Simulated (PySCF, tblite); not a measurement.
Isomers of C7H4F2N (doublet state), one GFN2-xTB conformer each. Single-point energies are computed at B3LYP/pcH-1 (PySCF, gas phase, no added dispersion term), electronic only. GFN2-xTB treats the open shell by occupation alone, and not every SCF solution was tested for stability.

```
                      SMILES  GFN2-xTB relative energy (kJ/mol)
  C=C1[C](F)[C@@H](F)C=C1C#N                                0.0
[CH2][C@@H]1C(C#N)=CC(F)=C1F                               63.4
```

Conformers: `[CH2:1][C@@H:2]1[C:3]([C:4]#[N:5])=[CH:6][C:7]([F:8])=[C:9]1[F:10]` (doublet state) with H–C1–C2–C3 78° and -89°.

Problem. What does B3LYP/pcH-1 give for the same structures?

Solution. 
```csv
SMILES,B3LYP/pcH-1 E (Eh),B3LYP/pcH-1 (kJ/mol),GFN2-xTB (kJ/mol),point group
C=C1[C](F)[C@@H](F)C=C1C#N,-523.50509,0.0,0.0,C1
[CH2][C@@H]1C(C#N)=CC(F)=C1F,-523.47757,72.2,63.4,C1
```

Both levels put the same isomer lowest. 

Problem. What happens when harmonic zero-point energies from GFN2-xTB frequencies are added?

Solution. 
```csv
SMILES,ZPE (kJ/mol),electronic (kJ/mol),with ZPE (kJ/mol)
C=C1[C](F)[C@@H](F)C=C1C#N,230.3,0.0,0.0
[CH2][C@@H]1C(C#N)=CC(F)=C1F,226.7,72.2,68.7
```

The zero-point energies span 3.6 kJ/mol. The order is unchanged.
